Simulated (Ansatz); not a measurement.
Basis-set extrapolation for `CO[SiH2]B(O)F` (PBE0-D4/def2-TZVP geometry, frozen core, Ansatz 0.2.0). Multiplicity 1, RHF reference.

|  | def2-TZVPP | def2-QZVPP |
| --- | --- | --- |
| HF | -604.438629 | -604.462612 |
| MP2 correlation | -1.112956 | -1.202994 |
| CCSD(T) correlation | -1.191174 | not run |

Energies in hartree. Use E(X) = E(∞) + A·exp(−7.88·√X) for Hartree–Fock and E(X) = E(∞) + B·X^(−2.97) for correlation, with X = 3 and 4, and add CCSD(T) minus MP2 of the smaller set to the MP2 limit.

**Question.** What is the CCSD(T) energy at the basis-set limit?

**Answer.** HF limit: -604.462612 + (-0.023983) × 0.13774 = -604.46592. MP2 limit: -1.202994 + (-0.090038) × 0.74074 = -1.26969. Higher-order term: -1.191174 − (-1.112956) = -0.07822. Total: -605.81383 hartree, 115.5 kcal/mol below CCSD(T)/def2-TZVPP.
